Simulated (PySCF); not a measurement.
Record of a relaxation.

Species: C3H7NOSi.
Bonds: C1–N2 (double), N2–C3, C3–C4 (double), C3–O5, O5–Si6. Hydrogens: H7, H8 on C1; H9, H10 on C4; H11, H12, H13 on Si6.

Computed by this run: PySCF, PBE0-D3(BJ)/def2-SVP geometry optimisation, gas phase; density fitting, grid level 1; the optimiser is geomeTRIC in internal coordinates, started from a GFN2-xTB structure with every atom displaced at random (about 0.01 Å). The frame can shift and turn from step to step; on so coarse a grid that alone can change the energy by a few meV, and forces under 0.02 eV/Å are noise.

Step 0: E = -14620.3264 eV, largest atomic force 3.440 eV/Å
```
atom  x, y, z in Å  |  force x, y, z in eV/Å
C1     -1.621   -1.061    0.772   -0.999   0.317  -1.096
N2     -0.590   -0.364    0.708    1.496   0.646   0.038
C3     -0.300    0.501   -0.343    2.125  -1.133   0.736
C4     -1.125    1.324   -0.920   -3.397   0.493   0.224
O5      1.020    0.524   -0.659   -1.665   0.587  -0.658
Si6     2.218   -0.257    0.136    0.126  -0.513   0.388
H7     -2.397   -1.060   -0.011   -0.098  -0.073  -0.143
H8     -1.790   -1.638    1.641   -0.289  -1.018   1.277
H9     -0.836    2.046   -1.626    0.661   0.979  -1.070
H10    -2.199    1.310   -0.632    0.663   0.009  -0.162
H11     3.324    0.191   -0.678    1.004   0.063  -0.246
H12     2.026   -1.709    0.078    0.094  -0.563  -0.014
H13     2.275    0.177    1.521    0.279   0.206   0.726
```

Step 1: E = -14620.5963 eV, largest atomic force 0.616 eV/Å
```
atom  x, y, z in Å  |  force x, y, z in eV/Å
C1     -1.671   -1.182    0.697   -0.008  -0.063   0.307
N2     -0.600   -0.512    0.605    0.049  -0.115   0.027
C3     -0.361    0.323   -0.486   -0.326  -0.013  -0.248
C4     -1.261    1.166   -1.029    0.482   0.330   0.198
O5      0.899    0.236   -0.941    0.288  -0.009   0.082
Si6     2.147   -0.559   -0.103   -0.032   0.079  -0.034
H7     -2.456   -1.167   -0.078   -0.040   0.004  -0.066
H8     -1.843   -1.804    1.595    0.055   0.122  -0.210
H9     -0.924    1.875   -1.792   -0.134  -0.187   0.029
H10    -2.232    1.311   -0.563   -0.167  -0.131  -0.073
H11     3.379   -0.201   -0.866   -0.120  -0.022  -0.029
H12     1.964   -2.039   -0.139   -0.025   0.023   0.040
H13     2.288   -0.063    1.295   -0.021  -0.019  -0.023
```

Step 2: E = -14620.6231 eV, largest atomic force 0.295 eV/Å
```
atom  x, y, z in Å  |  force x, y, z in eV/Å
C1     -1.674   -1.183    0.682    0.000  -0.032   0.024
N2     -0.581   -0.551    0.578   -0.031  -0.056   0.038
C3     -0.347    0.320   -0.487   -0.045   0.116  -0.268
C4     -1.237    1.190   -0.996   -0.078   0.019   0.185
O5      0.915    0.240   -0.940    0.144   0.093   0.029
Si6     2.152   -0.552   -0.089   -0.072  -0.040  -0.031
H7     -2.482   -1.099   -0.068   -0.009  -0.025   0.020
H8     -1.833   -1.847    1.543    0.000   0.044  -0.015
H9     -0.962    1.904   -1.773    0.104  -0.103   0.010
H10    -2.240    1.246   -0.575   -0.018  -0.015  -0.013
H11     3.362   -0.257   -0.904   -0.012  -0.005  -0.019
H12     1.925   -2.025   -0.055    0.025  -0.001   0.030
H13     2.330   -0.003    1.283   -0.007   0.006   0.010
```

Step 3: E = -14620.6269 eV, largest atomic force 0.168 eV/Å
```
atom  x, y, z in Å  |  force x, y, z in eV/Å
C1     -1.670   -1.194    0.675    0.039   0.022  -0.006
N2     -0.575   -0.569    0.554   -0.046   0.002  -0.017
C3     -0.346    0.321   -0.501   -0.035  -0.105   0.126
C4     -1.237    1.205   -0.975    0.015  -0.052  -0.093
O5      0.922    0.260   -0.944   -0.074   0.116  -0.037
Si6     2.143   -0.545   -0.088   -0.027  -0.067   0.015
H7     -2.500   -1.116   -0.051    0.039   0.033  -0.005
H8     -1.812   -1.848    1.543   -0.021  -0.065   0.055
H9     -0.918    1.897   -1.751   -0.052   0.112  -0.047
H10    -2.258    1.246   -0.594    0.097   0.004   0.002
H11     3.348   -0.272   -0.916    0.035  -0.001  -0.010
H12     1.903   -2.015   -0.034    0.024  -0.007   0.008
H13     2.328    0.015    1.279    0.006   0.010   0.009
```

Step 4: E = -14620.6297 eV, largest atomic force 0.074 eV/Å
```
atom  x, y, z in Å  |  force x, y, z in eV/Å
C1     -1.662   -1.196    0.684    0.001   0.054  -0.051
N2     -0.573   -0.563    0.559   -0.018   0.008   0.004
C3     -0.350    0.323   -0.501    0.040  -0.026   0.039
C4     -1.237    1.203   -0.990   -0.035  -0.034   0.002
O5      0.919    0.265   -0.942    0.013   0.045  -0.031
Si6     2.138   -0.549   -0.089   -0.010  -0.024   0.019
H7     -2.486   -1.115   -0.048   -0.019  -0.016   0.015
H8     -1.806   -1.854    1.551    0.009  -0.011   0.005
H9     -0.933    1.906   -1.764    0.003   0.009  -0.003
H10    -2.251    1.249   -0.595   -0.005  -0.001   0.005
H11     3.350   -0.267   -0.905    0.006  -0.004  -0.006
H12     1.905   -2.020   -0.046    0.006  -0.002   0.003
H13     2.316    0.001    1.284    0.008   0.003  -0.002
```

Step 5: E = -14620.6298 eV, largest atomic force 0.067 eV/Å
```
atom  x, y, z in Å  |  force x, y, z in eV/Å
C1     -1.667   -1.188    0.679    0.011  -0.034   0.052
N2     -0.574   -0.560    0.559    0.039  -0.038  -0.039
C3     -0.344    0.324   -0.501   -0.037   0.033  -0.013
C4     -1.241    1.194   -0.990    0.018   0.032  -0.022
O5      0.926    0.270   -0.940   -0.021   0.019   0.027
Si6     2.143   -0.549   -0.088    0.010  -0.015   0.006
H7     -2.496   -1.103   -0.046    0.013   0.004  -0.017
H8     -1.807   -1.853    1.542   -0.010   0.019  -0.001
H9     -0.950    1.907   -1.762    0.014  -0.026   0.006
H10    -2.252    1.230   -0.589   -0.022   0.004   0.005
H11     3.356   -0.269   -0.906   -0.009  -0.002  -0.001
H12     1.910   -2.020   -0.046   -0.005   0.004   0.001
H13     2.326    0.000    1.285   -0.001   0.002  -0.004
```

Step 6: E = -14620.6302 eV, largest atomic force 0.035 eV/Å
```
atom  x, y, z in Å  |  force x, y, z in eV/Å
C1     -1.663   -1.191    0.681    0.002  -0.018   0.030
N2     -0.572   -0.561    0.558    0.009  -0.018  -0.027
C3     -0.347    0.326   -0.501   -0.012   0.015  -0.010
C4     -1.241    1.197   -0.992   -0.001   0.010   0.004
O5      0.923    0.272   -0.940    0.005   0.026   0.007
Si6     2.140   -0.549   -0.088    0.004  -0.015   0.007
H7     -2.493   -1.107   -0.043    0.009   0.001  -0.010
H8     -1.800   -1.857    1.544   -0.007   0.012   0.002
H9     -0.944    1.908   -1.763    0.006  -0.016   0.001
H10    -2.254    1.236   -0.593   -0.010   0.001   0.001
H11     3.353   -0.271   -0.905   -0.005  -0.002  -0.002
H12     1.904   -2.020   -0.046   -0.002   0.002   0.001
H13     2.322   -0.001    1.285    0.002   0.002  -0.003
```

Step 7: E = -14620.6304 eV, largest atomic force 0.037 eV/Å
```
atom  x, y, z in Å  |  force x, y, z in eV/Å
C1     -1.658   -1.193    0.682   -0.006   0.018  -0.021
N2     -0.569   -0.561    0.557    0.016   0.008   0.017
C3     -0.346    0.329   -0.500   -0.003  -0.036   0.004
C4     -1.244    1.197   -0.990   -0.003   0.002  -0.010
O5      0.925    0.281   -0.937   -0.009   0.022   0.007
Si6     2.138   -0.548   -0.087    0.007  -0.009   0.003
H7     -2.484   -1.112   -0.048   -0.012  -0.008   0.010
H8     -1.800   -1.853    1.548    0.009  -0.004  -0.005
H9     -0.947    1.906   -1.763   -0.001   0.003  -0.001
H10    -2.258    1.231   -0.595    0.003   0.002   0.000
H11     3.350   -0.273   -0.907    0.000  -0.001  -0.001
H12     1.897   -2.018   -0.049   -0.003   0.001   0.000
H13     2.325   -0.003    1.286    0.002   0.002  -0.002
```

Step 8: E = -14620.6306 eV, largest atomic force 0.020 eV/Å
```
atom  x, y, z in Å  |  force x, y, z in eV/Å
C1     -1.654   -1.195    0.682   -0.006  -0.007   0.006
N2     -0.566   -0.560    0.556   -0.009   0.018   0.000
C3     -0.347    0.331   -0.500    0.013  -0.015  -0.003
C4     -1.246    1.198   -0.992   -0.008  -0.008  -0.002
O5      0.926    0.290   -0.933    0.002   0.008   0.003
Si6     2.136   -0.546   -0.086    0.003  -0.003  -0.003
H7     -2.485   -1.117   -0.042    0.004   0.007  -0.001
H8     -1.789   -1.857    1.548    0.001  -0.006  -0.001
H9     -0.949    1.907   -1.765   -0.001   0.003   0.002
H10    -2.262    1.229   -0.600    0.000   0.001   0.000
H11     3.348   -0.275   -0.907    0.001   0.001   0.001
H12     1.889   -2.016   -0.051   -0.002   0.000  -0.001
H13     2.327   -0.006    1.288    0.002   0.001  -0.001
```

**Question.** Summarise the path.

**Answer.** The energy falls by 29.35 kJ/mol from step 0 to step 8; nine tenths of that is first reached at step 2. It falls at every step. The largest force goes from 3.440 to 0.020 eV/Å. Among the bonds O5–Si6 changes most, from 1.636 to 1.697 Å; the atoms move by 0.092 Å rms after alignment.

What follows is the cost of the whole optimisation. Time: 48 s wall; peak memory 0.51 GiB. Hardware: one thread of an Arm Neoverse V2, shared host with 192 logical CPUs at a one-minute load of 85.
